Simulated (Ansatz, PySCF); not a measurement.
Isomers of C2H6S: 1 is CCS, 2 is CSC; one conformer of each (the lowest of an xTB search), B3LYP-D3(BJ)/def2-TZVP minima.
Isomer 1 (charge 0, multiplicity 1, Z-matrix in Å and degrees):
```
C
H 1 1.0898
H 1 1.0910 2 107.15
C 1 1.5205 2 111.40 3 121.41
H 4 1.0902 1 110.98 2 -179.22
H 4 1.0915 5 107.92 1 121.82
H 4 1.0933 5 108.54 6 116.66
S 1 1.8296 2 108.84 3 -111.89
H 8 1.3438 1 96.76 2 -62.99
```
Isomer 2 (charge 0, multiplicity 1):
```xyz
9

C      1.36387     0.09075    -0.19406
S      0.19335    -0.78072     0.87862
C     -1.35777    -0.11534     0.22174
H      1.28226     1.17085    -0.06739
H      1.20446    -0.16935    -1.24108
H      2.36448    -0.22395     0.09896
H     -1.40216     0.96757     0.34280
H     -2.16854    -0.56727     0.79141
H     -1.47992    -0.37254    -0.83100
```

No zero-point or thermal terms.

Frozen-core correlation. Rows in 3-21G, 6-31G* carry no dispersion term and start afresh at each structure (6-31G* with six Cartesian d functions).

Run with Ansatz (Gaussian orbitals); PySCF for 3-21G rows, 6-31G* rows. 

### Question
One of these levels gives 0.0 kJ/mol for the electronic energy of isomer 2 less that of isomer 1. Which one is it?
A) MP2/cc-pV(D+d)Z
B) B3LYP/6-31G*
C) HF/3-21G
D) SCS-MP2/cc-pV(T+d)Z

### Answer
B, B3LYP/6-31G*. The others give 3.7 (HF/3-21G), 14.8 (MP2/cc-pV(D+d)Z), 7.5 (SCS-MP2/cc-pV(T+d)Z)

Ansatz is a program for electronic structure.
